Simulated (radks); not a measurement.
All-electron atom: Ca I in [Ar] 4s2 (the NIST ground configuration).

All-electron calculation, non-relativistic Kohn-Sham, LB94 model potential, spin-polarised, spherical densities, point nucleus. Program: a radial shooting solver on a logarithmic mesh with Libxc functionals.

Energy parts (eV):
part                  energy
kinetic            18521.757
electron-nucleus  -43793.751
Hartree             7819.399
(The LB94 potential has no energy functional, so no total or exchange-correlation energy is given.)

Orbitals (lengths in bohr, moments of r in powers of bohr; r(max) is where P^2 peaks):
orbital  occ.  eigenvalue (eV)   r(max)      <r>
1s          2        -3984.220  0.05081  0.07713
2s          2        -428.6567   0.3026   0.3656
2p          6        -352.7358   0.2470   0.3267
3s          2         -51.8075   0.9984    1.165
3p          6         -33.4791    1.049    1.267
4s          2          -6.5249    3.119    3.769

The highest occupied level is 4s at -6.525 eV. For comparison, the ionisation energy in NIST's Atomic Spectra Database is 6.113 eV (measured). In exact Kohn-Sham theory the highest level is minus the ionisation energy, but local and semilocal functionals leave it too shallow, through self-interaction and a potential that decays too fast; potentials with the right tail come closer. The electron density at the nucleus is 5329 e/bohr^3.
